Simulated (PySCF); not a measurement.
# UHF on Zn (zinc, neutral)

Configuration: [Ar] 3d10 4s2, closed-shell 1S. Calculation: PySCF 2.14, in cc-pVTZ-DK (7s6p4d2f1g, 68 functions); scalar relativity by spin-free X2C-1e.

```json
{
 "Total energy": "-1794.266395 hartree",
 "One-electron energy": "-2504.9282 hartree",
 "Hartree (Coulomb) energy": "781.1923 hartree",
 "Exchange energy": "-70.5304 hartree",
 "⟨S²⟩": "0.0000",
 "⟨L²⟩": "0.000",
 "Sum of ⟨r⟩": "21.89 bohr",
 "Sum of ⟨r²⟩": "34.39 bohr²",
 "Langevin diamagnetic susceptibility": "-27.2 ×10⁻⁶ cm³/mol",
 "Time after the integrals": "0.27 s of wall time on 1 thread of Neoverse-V2 (shared host)"
}
```

```csv
shell,electrons,mean orbital energy (eV),"rms radius, mean of both spins (bohr)"
1s,2,-9729.2,0.0580
2s,2,-1233.4,0.244
2p,6,-1064.9,0.219
3s,2,-157.74,0.731
3p,6,-105.46,0.777
3d,10,-20.704,1.01
4s,2,-8.118,3.09
```

Densities and radii are taken from the X2C orbitals without a picture-change correction, which distorts them close to the nucleus.
